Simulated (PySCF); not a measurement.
One molecule, a ladder of functionals, a line

Molecule: `C#C[Si@H](C)P`, C₃H₇PSi.

Mapped SMILES: `[CH:1]#[C:2][Si@H:3]([CH3:4])[PH2:5]`. Each H is labelled by its parent atom.

GIAO shieldings (ppm, equivalent atoms averaged) in PySCF on the PBE0-D3(BJ)/def2-SVP geometry, basis pcSseg-2, gas phase, non-relativistic:

| functional | exact exchange (%) | σ(C2) | σ(Si3) |
| --- | --- | --- | --- |
| BLYP | 0 | 85.5 | 354.4 |
| BP86 | 0 | 89.3 | 366.6 |
| PBE | 0 | 88.7 | 368.4 |
| B3LYP | 20 | 88.8 | 367.1 |
| PBE0 | 25 | 92.9 | 383.6 |
| BHandHLYP | 50 | 93.8 | 385.9 |
| HF | 100 | 103.9 | 420.4 |

**Question.** Fit each shielding as a line in the percentage of exact exchange.

**Answer.** σ(C2) = 87.5 + 0.16 x (rms 1.6 ppm); σ(Si3) = 362.4 + 0.56 x (rms 5.8 ppm). The functionals also differ in their semilocal parts, which the line can't hold; Hartree–Fock has no correlation at all.

**Question.** What does the line predict for mPW1PW91 (25 %), and what does the run give?

**Answer.** σ(C2): 91.5 predicted, 92.6 computed; σ(Si3): 376.4 predicted, 381.8 computed ppm.
